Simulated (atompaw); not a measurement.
# Before and after: PAW (atompaw) potential for Ti (Z = 22)

```json
{
  "Element": "titanium",
  "Generator": "atompaw 4.2.0.5",
  "Type": "PAW",
  "Functional": "PBE",
  "Relativity": "scalar-relativistic",
  "Frozen core": "[Ar]",
  "Valence charge": "4",
  "Reference configuration": "3d2 4s2 4p0",
  "Partial waves": "4s (bound): rc 2.65 bohr; 4s channel at 2.75 Ry: rc 2.75 bohr; 4p (bound, empty): rc 2.75 bohr; 4p channel at 0.5 Ry: rc 2.75 bohr; 3d (bound): rc 2.20 bohr; 3d channel at 3.45 Ry: rc 2.75 bohr",
  "Local potential": "troulliermartins scheme with l = 3 at 0.5 Ry, radius 2.40 bohr",
  "Core correction": "smooth core density matched at 2.20 bohr",
  "Augmentation charge": "besselshape compensation charge, radius 2.75 bohr; PAW radius 2.75 bohr; waves and projectors: custom rrkj vanderbiltortho"
}
```

All-electron outer shells of the reference configuration (PBE, scalar-relativistic, ld1.x):

| shell | level (eV) | outermost node (bohr) | outermost maximum (bohr) |
| --- | --- | --- | --- |
| 3s | -62.63 | 0.40 | 0.87 |
| 3p | -38.86 | 0.37 | 0.90 |
| 4s | -4.47 | 1.24 | 2.92 |
| 3d | -4.26 | – | 0.98 |
| 4p | -1.47 | 1.39 | 3.80 |

Change: all radii scaled by about 1.20 (s 3.18, p 3.30, d 2.64 bohr); local potential troulliermartins scheme with l = 3 at 0.5 Ry, radius 2.88 bohr; augmentation besselshape compensation charge, radius 3.30 bohr; PAW radius 3.30 bohr; waves and projectors: custom rrkj vanderbiltortho; core correction smooth core density matched at 2.64 bohr.

Cutoffs: the cutoffs (Ry, on a coarse ladder) from which the occupation-weighted sum of valence levels, in a spherical-Bessel basis at the reference potential, stays within 10 and 1 mRy of its value at 400 Ry; they do not see the model core or the augmentation charge, which bear on the density cutoff.

Task: What does the change do?

Result: The potential gets softer (18 Ry and 21 Ry → 12 Ry and 15 Ry); a bound ghost appears in s, which as a rule spoils a file. A larger radius leaves more room for a smooth pseudo-wave, so fewer plane waves are needed.

```csv
quantity,base,changed
"cutoff, loose",18 Ry,12 Ry
"cutoff, tight",21 Ry,15 Ry
loose cutoff by channel (10 mRy a level),"s 6 Ry, d 18 Ry","s 6 Ry, d 12 Ry"
bound ghosts,none,s
lowest overlap eigenvalue by channel,"s 0.82, p 0.67, d 0.68","s 0.00, p 0.59, d 0.79"
```

 A true bound ghost makes a file unfit for plane-wave use even where its test errors are small: the radial tests pick states by their node count and pass the ghost by. The cutoffs see the waves, projectors and local potential, not the compensation charge or the core.
